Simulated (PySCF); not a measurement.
C7H9O, SMILES c1(ccc(cc1)[OH2+])C, charge +1.

The structure is a stationary point at PBE0-D3(BJ)/def2-SVP. The isomer is the one that the SMILES or the coordinates give; other isomers of the formula were not compared.

These are PBE/def2-SVP (PySCF) values and carry that method's errors.

The molecule is in vacuum.

```
Property                                                           Result
------------------------------------------------  -----------------------
total energy                                           -346.39978 hartree
highest occupied level                                          -10.53 eV
lowest empty level                                               -6.07 eV
orbital gap                                                       4.46 eV
dipole moment about the centre of nuclear charge                   7.57 D
mean static polarisability                          74.5 bohr³ (11.04 Å³)
polarisability, principal values                  40.9, 80.3, 102.3 bohr³
```
